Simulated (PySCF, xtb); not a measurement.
H2MgO, SMILES [MgH][OH].

GFN2-xTB (xtb) at its own geometry gives an orbital gap of 3.69 eV and a dipole moment of 0.80 D.

The structure is a stationary point at B3LYP-D3(BJ)/def2-TZVPD.

Task: What does CAM-B3LYP/def2-TZVPD run with PySCF give? (Estimate from the structure and the level; the computed values follow.)

Result: gap 9.39 eV (levels -9.44 and -0.05 eV), dipole 0.48 D.
